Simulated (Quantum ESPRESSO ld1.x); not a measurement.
Hg V, configuration [Xe] 4f14 5d8 (the NIST ground configuration).

All-electron calculation, scalar-relativistic Kohn-Sham, PBE, spin-unpolarised, spherical densities, point nucleus. Program: ld1.x of Quantum ESPRESSO 7.5.

Energy parts (eV):
| part | energy |
|---|---|
| total | -533846.3 |
| kinetic | 599478.5 |
| electron-nucleus | -1326296.1 |
| Hartree | 203002.7 |
| exchange-correlation | -10031.4 |

Orbitals (lengths in bohr, moments of r in powers of bohr; <r^-3> diverges for s and p1/2; r(90%) holds 90 % of the orbital's charge):
orbital  occ.  eigenvalue (eV)  r(90%)  <r^-3>
1s          2         -83239.7  0.0303       -
2s          2         -14794.8   0.109       -
2p          6         -12762.5   0.103   26790
3s          2         -3549.94   0.265       -
3p          6         -2962.90   0.272    6158
3d         10         -2346.04   0.256   759.1
4s          2         -820.447   0.572       -
4p          6         -628.019   0.616    1493
4d         10         -399.906   0.669   161.5
4f         14         -146.999   0.770   31.76
5s          2         -168.678    1.28       -
5p          6         -116.456    1.48   266.2
5d          8         -57.2246    2.00   18.68

The highest occupied level is 5d at -57.225 eV. For comparison, the ionisation energy in NIST's Atomic Spectra Database is 61.2 eV (measured). In exact Kohn-Sham theory the highest level is minus the ionisation energy, but local and semilocal functionals leave it too shallow, through self-interaction and a potential that decays too fast; potentials with the right tail come closer. The density falls to 0.001 e/bohr^3 at r = 3.08 bohr. Summed over all electrons, <r^2> = 33.87 bohr^2, which gives a Langevin (diamagnetic) susceptibility term of -26.8 x 10^-6 cm^3/mol.

Beside tabulated values, note that spin-unpolarised runs miss the spin-polarisation part of the exchange energy of open shells.
